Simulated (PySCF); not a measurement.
Correlation energy of C⁺ (carbon, charge +1)

[He] 2s2 2p1, 2P determinant. All numbers are calculated (PySCF 2.14, the spin-free X2C one-electron Hamiltonian (Gaussian nucleus), in x2c-TZVPPall). Frozen: 1s2; 3 electrons correlated.

```
  level  correlation energy (mhartree)
   CCSD                         -73.87
    (T)                          -1.14
CCSD(T)                         -75.01
  CCSDT                         -75.32
```

Diagnostics: T1 = 0.0093, D1 = 0.0177, largest double amplitude 0.132.

**Question.** Is a single reference adequate?

**Answer.** Mostly. T1 lies below 0.03, but a double amplitude of this size points to a near-degeneracy that CCSD handles and MP2 describes poorly.
